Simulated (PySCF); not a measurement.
All of these have the formula C5H7ClSSi. The calculation used TDDFT PBE0/def2-SVPD, vertical, gas phase, core orbitals frozen in the response in PySCF. Geometries: GFN2-xTB; one conformer of each isolated species. Triplets are in the Tamm–Dancoff approximation. 'Strongest' means the level of largest summed f among the lowest 8 singlets; it needn't be the same kind of state in each.

Problem. Rank by computed HOMO–LUMO gap, lowest first.
A. `CSC1=CC=C[Si@H]1Cl`
B. `C[SiH2]c1sccc1Cl`
C. `CSC1=CC=C(Cl)[SiH2]1`
D. `S(C)[SiH2]/C(=C/C#C)Cl`

Solution. C (3.97 eV), A (4.10 eV), D (5.37 eV), B (6.02 eV).

```json
{"SMILES": "CSC1=CC=C(Cl)[SiH2]1", "gap (eV)": "3.97", "first f ≥ 0.01 (nm)": "382", "f (strongest)": "0.18", "LUMO (eV)": "-1.80", "S1 (eV)": "3.24", "HOMO (eV)": "-5.77", "S1 mainly": "H→L (98%)"}
{"SMILES": "CSC1=CC=C[Si@H]1Cl", "gap (eV)": "4.10", "first f ≥ 0.01 (nm)": "373", "f (strongest)": "0.12", "LUMO (eV)": "-1.84", "S1 (eV)": "3.33", "HOMO (eV)": "-5.94", "S1 mainly": "H→L (98%)"}
{"SMILES": "C#C/C=C(\\Cl)[SiH2]SC", "gap (eV)": "5.37", "first f ≥ 0.01 (nm)": "242", "f (strongest)": "0.37", "LUMO (eV)": "-1.64", "S1 (eV)": "4.48", "HOMO (eV)": "-7.01", "S1 mainly": "H→L (92%)"}
{"SMILES": "C[SiH2]c1sccc1Cl", "gap (eV)": "6.02", "first f ≥ 0.01 (nm)": "232", "f (strongest)": "0.12", "LUMO (eV)": "-0.95", "S1 (eV)": "5.33", "HOMO (eV)": "-6.97", "S1 mainly": "H→L (91%)"}
```

H and L stand for HOMO and LUMO.
